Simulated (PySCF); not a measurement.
PySCF input (BP86/def2-TZVPD):

```python
from pyscf import gto, scf, dft

mol = gto.M(
    atom='''
    Ca   -0.00000000   -0.00000000   -1.07099997
    Cl    0.00000000    0.00000000    1.25999996
    ''',
    basis='def2-tzvpd',
    charge=1,
    spin=0,
    verbose=4,
)

mf = dft.RKS(mol, xc='bp86').density_fit(auxbasis='def2-universal-jkfit')
mf.grids.level = 3
mf.conv_tol = 1e-9
mf.max_cycle = 100
mf.max_memory = 1500
mf.kernel()
if not mf.converged:
    mf = mf.newton()
    mf.kernel(mf.make_rdm1())
mf.analyze()
```

Output:

```
PySCF version 2.14.0

[INPUT] verbose = 4
[INPUT] num. atoms = 2
[INPUT] num. electrons = 36
[INPUT] charge = 1
[INPUT] spin (= nelec alpha-beta = 2S) = 0
[INPUT] symmetry False subgroup None
[INPUT] Mole.unit = angstrom
[INPUT] Symbol           X                Y                Z      unit          X                Y                Z       unit  Magmom
[INPUT]  1 Ca     0.000000000000   0.000000000000  -1.070999970000 AA    0.000000000000   0.000000000000  -2.023896622717 Bohr   0.0
[INPUT]  2 Cl     0.000000000000   0.000000000000   1.259999960000 AA    0.000000000000   0.000000000000   2.381054841363 Bohr   0.0

nuclear repulsion = 77.1858674885503
number of shells = 30
number of NR pGTOs = 145
number of NR cGTOs = 82
basis = def2-tzvpd
ecp = {}

******** <class 'pyscf.df.df_jk.DFRKS'> ********
method = DFRKS
initial guess = minao
damping factor = 0
level_shift factor = 0
DIIS = <class 'pyscf.scf.diis.CDIIS'>
diis_start_cycle = 1
diis_space = 8
diis_damp = 0
SCF conv_tol = 1e-09
SCF conv_tol_grad = None
SCF max_cycles = 100
direct_scf = False
XC library pyscf.dft.libxc version 7.1.2
    S. Lehtola, C. Steigemann, M. J. T. Oliveira, and M. A. L. Marques,  SoftwareX 7, 1–5 (2018)
XC functionals = bp86
    A. D. Becke,  Phys. Rev. A 38, 3098 (1988)
    J. P. Perdew,  Phys. Rev. B 33, 8822 (1986)
    J. P. Perdew,  Phys. Rev. B 34, 7406–7406 (1986)
radial grids:
    Treutler-Ahlrichs [JCP 102, 346 (1995); DOI:10.1063/1.469408] (M4) radial grids

becke partition: Becke, JCP 88, 2547 (1988); DOI:10.1063/1.454033
pruning grids: <function nwchem_prune>
grids dens level: 3
symmetrized grids: False
atomic radii adjust function: <function treutler_atomic_radii_adjust>
small_rho_cutoff = 0
Set gradient conv threshold to 3.16228e-05
Initial guess from minao.
tot grids = 39304
init E= -1137.95641896463
  HOMO = -0.372859883108411  LUMO = -0.133516333916841  gap/eV = 6.51287
cycle= 1 E= -1137.69941562913  delta_E= 0.257  |g|= 0.377  |ddm|= 1.93
  HOMO = -0.353146201149031  LUMO = -0.312474030533407  gap/eV = 1.10675
cycle= 2 E= -1136.44919965494  delta_E= 1.25  |g|= 2.28  |ddm|= 1.78
  HOMO = -0.398893756862457  LUMO = -0.277269993229423  gap/eV = 3.30955
cycle= 3 E= -1137.73588857122  delta_E= -1.29  |g|= 0.267  |ddm|= 1.26
  HOMO = -0.432572151670396  LUMO = -0.286631674287752  gap/eV = 3.97124
cycle= 4 E= -1137.75227969981  delta_E= -0.0164  |g|= 0.0696  |ddm|= 0.197
  HOMO = -0.435158771378233  LUMO = -0.281024411670894  gap/eV = 4.19421
cycle= 5 E= -1137.75397471307  delta_E= -0.0017  |g|= 0.0161  |ddm|= 0.066
  HOMO = -0.436001415398039  LUMO = -0.28084745150748  gap/eV = 4.22195
cycle= 6 E= -1137.75403229016  delta_E= -5.76e-05  |g|= 0.00434  |ddm|= 0.0117
  HOMO = -0.436409317932979  LUMO = -0.280704268634354  gap/eV = 4.23695
cycle= 7 E= -1137.75403725329  delta_E= -4.96e-06  |g|= 0.000479  |ddm|= 0.00412
  HOMO = -0.436345587618149  LUMO = -0.280710511153642  gap/eV = 4.23505
cycle= 8 E= -1137.75403733982  delta_E= -8.65e-08  |g|= 8.66e-05  |ddm|= 0.000454
  HOMO = -0.436344089642943  LUMO = -0.280715941739722  gap/eV = 4.23486
cycle= 9 E= -1137.75403734158  delta_E= -1.77e-09  |g|= 1.65e-05  |ddm|= 7.39e-05
  HOMO = -0.436345580180437  LUMO = -0.280715369498366  gap/eV = 4.23491
cycle= 10 E= -1137.75403734167  delta_E= -8.57e-11  |g|= 1.06e-06  |ddm|= 1.64e-05
  HOMO = -0.43634562760771  LUMO = -0.280715222562801  gap/eV = 4.23492
Extra cycle  E= -1137.75403734167  delta_E= 6.82e-13  |g|= 1.2e-06  |ddm|= 2.22e-06
converged SCF energy = -1137.75403734167
**** SCF Summaries ****
Total Energy =                       -1137.754037341667981
Nuclear Repulsion Energy =              77.185867488550286
One-electron Energy =                -1710.537312012346320
Two-electron Energy =                  495.597407182128165
Two-electron Coulomb Energy =          559.973717158678141
DFT Exchange-Correlation Energy =      -64.376309976549962
HOMO-LUMO gap [eV] =                     4.234919028125981
**** MO energy ****
MO #1   energy= -144.654401886346  occ= 2
MO #2   energy= -100.84247739287   occ= 2
MO #3   energy= -15.3120774286032  occ= 2
MO #4   energy= -12.5133777102307  occ= 2
MO #5   energy= -12.5133777102307  occ= 2
MO #6   energy= -12.5116933638194  occ= 2
MO #7   energy= -9.30821500111849  occ= 2
MO #8   energy= -7.12470229768314  occ= 2
MO #9   energy= -7.12398645817475  occ= 2
MO #10  energy= -7.12398645817474  occ= 2
MO #11  energy= -1.92497408803932  occ= 2
MO #12  energy= -1.24517428034357  occ= 2
MO #13  energy= -1.24517428034355  occ= 2
MO #14  energy= -1.24020391950523  occ= 2
MO #15  energy= -0.862182262629936 occ= 2
MO #16  energy= -0.45702865972675  occ= 2
MO #17  energy= -0.436345627607718 occ= 2
MO #18  energy= -0.43634562760771  occ= 2
MO #19  energy= -0.280715222562801 occ= 0
MO #20  energy= -0.261575852997089 occ= 0
MO #21  energy= -0.261575471943241 occ= 0
MO #22  energy= -0.251341872879238 occ= 0
MO #23  energy= -0.251341872879222 occ= 0
MO #24  energy= -0.240598686830765 occ= 0
MO #25  energy= -0.171154035859599 occ= 0
MO #26  energy= -0.171154035859584 occ= 0
MO #27  energy= -0.117455681425717 occ= 0
MO #28  energy= -0.083564452968421 occ= 0
MO #29  energy= -0.0493717115012622 occ= 0
MO #30  energy= -0.0493717115012586 occ= 0
MO #31  energy= -0.040513831122344 occ= 0
MO #32  energy= -0.0405138311222805 occ= 0
MO #33  energy= -0.0389832811538481 occ= 0
MO #34  energy= -0.0151814837279744 occ= 0
MO #35  energy= -0.0151799461997693 occ= 0
MO #36  energy= 0.00293612277787385 occ= 0
MO #37  energy= 0.0152923760851724 occ= 0
MO #38  energy= 0.0369311936237634 occ= 0
MO #39  energy= 0.0369311936237861 occ= 0
MO #40  energy= 0.0551057245445781 occ= 0
MO #41  energy= 0.0551073596046495 occ= 0
MO #42  energy= 0.101544435109872  occ= 0
MO #43  energy= 0.125985541682614  occ= 0
MO #44  energy= 0.125985541682626  occ= 0
MO #45  energy= 0.144516121773962  occ= 0
MO #46  energy= 0.331022412514864  occ= 0
MO #47  energy= 0.331022412514894  occ= 0
MO #48  energy= 0.41446782028524   occ= 0
MO #49  energy= 0.414469698028066  occ= 0
MO #50  energy= 0.425453983978659  occ= 0
MO #51  energy= 0.45109042067789   occ= 0
MO #52  energy= 0.451090420677921  occ= 0
MO #53  energy= 0.557317944618553  occ= 0
MO #54  energy= 0.622856053089089  occ= 0
MO #55  energy= 0.622856053089095  occ= 0
MO #56  energy= 0.688920656657544  occ= 0
MO #57  energy= 0.809711334996251  occ= 0
MO #58  energy= 1.01856552834822   occ= 0
MO #59  energy= 1.0185664251537    occ= 0
MO #60  energy= 1.03979883835663   occ= 0
MO #61  energy= 1.03979883835663   occ= 0
MO #62  energy= 1.06686581245404   occ= 0
MO #63  energy= 1.24415584618927   occ= 0
MO #64  energy= 1.6810949754642    occ= 0
MO #65  energy= 1.68111286232477   occ= 0
MO #66  energy= 1.73416796878368   occ= 0
MO #67  energy= 1.73416796878369   occ= 0
MO #68  energy= 1.76950631714688   occ= 0
MO #69  energy= 1.85535040937274   occ= 0
MO #70  energy= 1.85535124166594   occ= 0
MO #71  energy= 1.86369622347569   occ= 0
MO #72  energy= 1.86369622347571   occ= 0
MO #73  energy= 1.91019132507338   occ= 0
MO #74  energy= 1.91019132507338   occ= 0
MO #75  energy= 2.0962120324739    occ= 0
MO #76  energy= 2.09621203247395   occ= 0
MO #77  energy= 2.23369765480465   occ= 0
MO #78  energy= 2.32373420198795   occ= 0
MO #79  energy= 10.4388697864584   occ= 0
MO #80  energy= 10.4388697864584   occ= 0
MO #81  energy= 10.6170533569819   occ= 0
MO #82  energy= 24.4938527361231   occ= 0
 ** Mulliken pop on meta-lowdin orthogonal AOs  **
 ** Mulliken pop  **
pop of  0 Ca 1s           2.00000
pop of  0 Ca 2s           1.99979
pop of  0 Ca 3s           1.99961
pop of  0 Ca 4s           0.10602
pop of  0 Ca 5s           0.00212
pop of  0 Ca 6s           0.00070
pop of  0 Ca 2px          1.99996
pop of  0 Ca 2py          1.99996
pop of  0 Ca 2pz          1.99995
pop of  0 Ca 3px          1.99971
pop of  0 Ca 3py          1.99971
pop of  0 Ca 3pz          1.99890
pop of  0 Ca 4px          0.00155
pop of  0 Ca 4py          0.00155
pop of  0 Ca 4pz          0.00027
pop of  0 Ca 5px          0.00084
pop of  0 Ca 5py          0.00084
pop of  0 Ca 5pz          0.00019
pop of  0 Ca 6px          0.00015
pop of  0 Ca 6py          0.00015
pop of  0 Ca 6pz          0.00089
pop of  0 Ca 3dxy         0.00000
pop of  0 Ca 3dyz         0.05011
pop of  0 Ca 3dz^2        0.09076
pop of  0 Ca 3dxz         0.05011
pop of  0 Ca 3dx2-y2      0.00000
pop of  0 Ca 4dxy         0.00000
pop of  0 Ca 4dyz         0.00867
pop of  0 Ca 4dz^2        0.00625
pop of  0 Ca 4dxz         0.00867
pop of  0 Ca 4dx2-y2      0.00000
pop of  0 Ca 5dxy         0.00000
pop of  0 Ca 5dyz         0.00242
pop of  0 Ca 5dz^2        0.00320
pop of  0 Ca 5dxz         0.00242
pop of  0 Ca 5dx2-y2      0.00000
pop of  1 Cl 1s           1.99999
pop of  1 Cl 2s           1.99963
pop of  1 Cl 3s           1.95093
pop of  1 Cl 4s           0.00153
pop of  1 Cl 5s           0.00064
pop of  1 Cl 6s           0.00056
pop of  1 Cl 2px          1.99989
pop of  1 Cl 2py          1.99989
pop of  1 Cl 2pz          1.99988
pop of  1 Cl 3px          1.91778
pop of  1 Cl 3py          1.91778
pop of  1 Cl 3pz          1.82389
pop of  1 Cl 4px          0.00261
pop of  1 Cl 4py          0.00261
pop of  1 Cl 4pz          0.00012
pop of  1 Cl 5px          0.00007
pop of  1 Cl 5py          0.00007
pop of  1 Cl 5pz          0.00186
pop of  1 Cl 6px          0.00060
pop of  1 Cl 6py          0.00060
pop of  1 Cl 6pz          0.00038
pop of  1 Cl 7px          0.00009
pop of  1 Cl 7py          0.00009
pop of  1 Cl 7pz          0.00001
pop of  1 Cl 3dxy         0.00000
pop of  1 Cl 3dyz         0.00880
pop of  1 Cl 3dz^2        0.00950
pop of  1 Cl 3dxz         0.00880
pop of  1 Cl 3dx2-y2      0.00000
pop of  1 Cl 4dxy         0.00000
pop of  1 Cl 4dyz         0.00514
pop of  1 Cl 4dz^2        0.00172
pop of  1 Cl 4dxz         0.00514
pop of  1 Cl 4dx2-y2      0.00000
pop of  1 Cl 5dxy         0.00000
pop of  1 Cl 5dyz         0.00130
pop of  1 Cl 5dz^2        0.00026
pop of  1 Cl 5dxz         0.00130
pop of  1 Cl 5dx2-y2      0.00000
pop of  1 Cl 4f-3         0.00000
pop of  1 Cl 4f-2         0.00000
pop of  1 Cl 4f-1         0.00032
pop of  1 Cl 4f+0         0.00045
pop of  1 Cl 4f+1         0.00032
pop of  1 Cl 4f+2         0.00000
pop of  1 Cl 4f+3         0.00000
 ** Mulliken atomic charges  **
charge of    0Ca =      1.66456
charge of    1Cl =     -0.66456

WARN: System has nonzero charge 1; the dipole moment is origin-dependent.
Location of origin: [0. 0. 0.]

Dipole moment(X, Y, Z, Debye):  0.00000,  0.00000, -9.89287
```
